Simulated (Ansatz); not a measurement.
Basis-set series for CH₂Cl₂OSi, SMILES `ClC1(Cl)O[SiH2]1`. Charge 0, multiplicity 1. Geometry: relaxed with PBE0-D4/def2-TZVP.

| functional | basis | functions | energy (Eh) | HOMO (eV) | LUMO (eV) |
| --- | --- | --- | --- | --- | --- |
| PBE0-D4 | def2-TZVPP | 216 | -1323.94273 | -7.71 | -1.47 |
| PBE0-D4 | def2-QZVPP | 384 | -1323.98626 | -7.76 | -1.56 |
| ωB97M-V | def2-TZVPP | 216 | -1324.38834 | -9.88 | 0.34 |
| ωB97M-V | def2-QZVPP | 384 | -1324.42945 | -9.93 | 0.14 |

Give the rows for def2-SVP. (Estimate.)

Computed: 
```tsv
functional	basis	functions	energy (Eh)	HOMO (eV)	LUMO (eV)
PBE0-D4	def2-SVP	92	-1323.38024	-7.60	-1.12
ωB97M-V	def2-SVP	92	-1323.82668	-9.71	0.87
```

Positive LUMOs are unbound and depend on the basis.
